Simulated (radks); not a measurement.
Exchange energies: the exact (Fock) value of the Kohn-Sham orbitals and density-functional approximations, as 100 (|E| - |E exact|)/|E exact|, negative where the magnitude is too small. Species: Rb+ [Kr]; C2+ [He] 2s2; Al2+ [Ne] 3s1. Calculated with a radial shooting solver on a logarithmic mesh with Libxc functionals: non-relativistic Kohn-Sham, PBE, spin-polarised, spherical densities, point nucleus. Every spin shell is full or empty, so the densities are truly spherical. Functionals are evaluated on that one density, not self-consistently.

functional            Rb+       C2+      Al2+
exact (hartree)  -97.7161  -4.30517  -17.6533
LDA                 -5.48    -12.83     -8.50
PBE                 -0.43     -0.95     -0.52
PBEsol              -2.51     -5.27     -3.65
SOGGA               -2.53     -5.41     -3.71
G96                 +0.32     -0.14     +0.14
APBE                +0.40     +0.62     +0.68
revTPSS             -0.82     +0.30     -0.28
TASK                -2.40     -2.71     -2.76
MVS                 +0.05     -0.54     -0.15
